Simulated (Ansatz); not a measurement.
`F[Si@H]1O[C@@H]1Cl` and `C[C@H]1O[Si@H]1F` differ in one atom or group (the configuration at a centre changes too).

Ansatz, PBE0-D4/def2-TZVP geometries, multiplicity 1. 

| property | `F[Si@H]1O[C@@H]1Cl` |
| --- | --- |
| HOMO–LUMO gap (B3LYP/def2-TZVPP) / eV | 6.87 |
| size of the dipole moment (ωB97M-V/def2-TZVPP) / D | 1.73 |
| LUMO energy (PBE0/def2-TZVPP) / eV | -0.45 |
| HOMO–LUMO gap (PBE0/def2-TZVPP) / eV | 7.35 |
| LUMO energy (B3LYP/def2-TZVPP) / eV | -0.71 |
| HOMO energy (PBE/def2-TZVPP) / eV | -6.48 |

Problem. What does the change do to each property? (Estimate.)

Solution. The calculation gave: 
```json
{"property": "HOMO–LUMO gap (B3LYP/def2-TZVPP) / eV", "`C[C@H]1O[Si@H]1F`": "7.24", "shift": "0.37"}
{"property": "size of the dipole moment (ωB97M-V/def2-TZVPP) / D", "`C[C@H]1O[Si@H]1F`": "1.89", "shift": "0.16"}
{"property": "LUMO energy (PBE0/def2-TZVPP) / eV", "`C[C@H]1O[Si@H]1F`": "0.09", "shift": "0.54"}
{"property": "HOMO–LUMO gap (PBE0/def2-TZVPP) / eV", "`C[C@H]1O[Si@H]1F`": "7.71", "shift": "0.36"}
{"property": "LUMO energy (B3LYP/def2-TZVPP) / eV", "`C[C@H]1O[Si@H]1F`": "-0.17", "shift": "0.54"}
{"property": "HOMO energy (PBE/def2-TZVPP) / eV", "`C[C@H]1O[Si@H]1F`": "-6.30", "shift": "0.18"}
```

With PBE0 the HOMO rises by 0.19 eV and the LUMO rises by 0.54 eV, so the gap widens by about 0.35 eV. PBE moves the HOMO by 0.18 eV and ωB97M-V by 0.17 eV. Dipoles are sizes alone; their direction can turn.

B3LYP here is the variant with VWN-RPA as its local correlation; programs differ in this.
